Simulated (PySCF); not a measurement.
C4H8OSi, SMILES C#C[SiH2]CCO.

Geometry: r2SCAN-D4/def2-SVP. This is a generated structure with no PubChem entry under its InChIKey; it may be hypothetical. The values are those of a single conformer.

These are TDA-PBE/def2-SVPD run with PySCF 2.14.0 values and carry that method's errors.

Vertical excitations. Isolated molecule, no solvent.

```
state  energy (eV)  λ (nm)      f                                                                  main pairs
-----  -----------  ------  -----  --------------------------------------------------------------------------
S1            5.50     225  0.013                                                              HOMO→LUMO 94 %
S2            5.64     220  0.003                                                            HOMO→LUMO+1 96 %
S3            5.88     211  0.001                                                            HOMO−1→LUMO 88 %
S4            6.08     204  0.011                                        HOMO−2→LUMO 61 %, HOMO−1→LUMO+1 35 %
S5            6.14     202  0.003                                                          HOMO−2→LUMO+1 89 %
S6            6.25     198  0.005                                                            HOMO→LUMO+2 97 %
S7            6.58     188  0.001                                                          HOMO−1→LUMO+2 98 %
S8            6.61     187  0.024                                                          HOMO−2→LUMO+2 87 %
S9            6.74     184  0.037                                                            HOMO−3→LUMO 92 %
S10           6.85     181  0.001                                                          HOMO−3→LUMO+1 98 %
T1            4.86     255      0                         HOMO−1→LUMO+1 40 %, HOMO−2→LUMO 40 %, HOMO→LUMO 9 %
T2            5.25     236      0      HOMO−1→LUMO+1 34 %, HOMO→LUMO 21 %, HOMO−1→LUMO 18 %, HOMO−2→LUMO 13 %
T3            5.26     236      0  HOMO−1→LUMO 35 %, HOMO−2→LUMO+1 21 %, HOMO−1→LUMO+1 17 %, HOMO→LUMO+1 11 %
T4            5.47     227      0                                            HOMO→LUMO 67 %, HOMO−2→LUMO 26 %
```
Triplets are in the Tamm–Dancoff approximation.
